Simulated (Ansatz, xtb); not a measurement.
Breaking the B1–H3 bond in iminoborane (SMILES B=N) (multiplicity 1 held, fragments rigid). Energies count from the point at 1.167 Å.
Geometry at that point (charge 0, multiplicity 1):
```xyz
4

B      0.000     0.000    -0.692
N      0.000     0.000     0.541
H      0.000     0.000    -1.859
H      0.000     0.000     1.533
```

R- and RO- levels are restricted; in cc, def2 and unpolarised 6-31G sets they are followed outwards from rest. Active spaces are followed from a long bond inwards. Left out are points that failed, MP2 points in a non-variational dive below the minimum, coupled-cluster points behind a sign of a changed root (a jump of the amplitudes, or a one-step jump against full CI or MRCI), small-basis points behind a change of solution, and semi-empirical points at long bonds. Levels need not reach the same state.

Correlated levels freeze the cores.

The values were computed with Ansatz (an electronic-structure program); xtb for the GFN methods. Each number belongs to the level named beside it. The GFN methods have no spin term and hold the electronic entropy of 300 K.

Energies in kcal/mol.

```tsv
R (Å)	GFN2-xTB	R-CCSDT/cc-pVDZ	R-CCSDT(Q)/cc-pVDZ	FIC-MRCISD on CASSCF(2,2)/cc-pVDZ	FIC-MRCISD+Q on CASSCF(2,2)/cc-pVDZ
0.933	23.8	30.4	30.4	30.4	30.4
1.050	3.1	6.9	6.9	6.9	6.9
1.167	0.0	0.0	0.0	0.0	0.0
1.284	4.6	2.5	2.5	2.5	2.6
1.400	12.5	10.3	10.3	10.3	10.4
1.575	26.5	26.4	26.4	26.3	26.5
1.750	41.4	43.8	43.8	43.6	43.9
2.042	64.9	69.7	69.6	69.4	69.8
2.334	84.8	88.4	88.4	88.0	88.6
2.684	102.9	101.4	101.4	101.0	101.6
3.151	118.2	108.4	108.4	108.0	108.6
3.734	left out	110.5	110.8	110.3	110.9
```

Doubts at one or more of the structures used: a restricted determinant that unrestricted orbitals would lower (R-CCSDT/cc-pVDZ, R-CCSDT(Q)/cc-pVDZ); other coupled-cluster roots lie near (R-CCSDT/cc-pVDZ, R-CCSDT(Q)/cc-pVDZ).
